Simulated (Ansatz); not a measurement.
The same redistribution along the group F, Cl, Br.

Program: Ansatz. Geometries: PBE0-D4/def2-TZVP. ΔE: electronic, gas phase. CCSD(T)/CBS adds triple-zeta CCSD(T) − MP2 to the extrapolated MP2 energy (def2 sets, frozen cores). DFT in def2-TZVPP. def2 core potentials past Kr. For Br, In, Sn outer-core shells are correlated without core-valence functions, which leaves a few kJ/mol of doubt a bond. Scalar relativity is left out up to krypton. Each species was taken in one conformer, which may not be the lowest.

| reaction | CCSD/CBS(def2) (kJ/mol) | MP2/CBS(def2) (kJ/mol) | ωB97M-V (kJ/mol) | r2SCAN-D4 (kJ/mol) | CCSD(T)/CBS(def2) (kJ/mol) |
| --- | --- | --- | --- | --- | --- |
| `[F][InH][F]` + `C[O][SnH2][NH2]` → `[NH2][In]([F])[F]` + `C[O][SnH3]` | 7 | 6 | 9 | 8 | 7 |
| `[Cl][InH][Cl]` + `C[O][SnH2][NH2]` → `[NH2][In]([Cl])[Cl]` + `C[O][SnH3]` | -1 | -3 | 1 | 0 | -2 |
| `[Br][InH][Br]` + `C[O][SnH2][NH2]` → `[NH2][In]([Br])[Br]` + `C[O][SnH3]` | -3 | -5 | -1 | -3 | -4 |

Largest T1 diagnostic: 0.017, for `[F][InH][F]`.
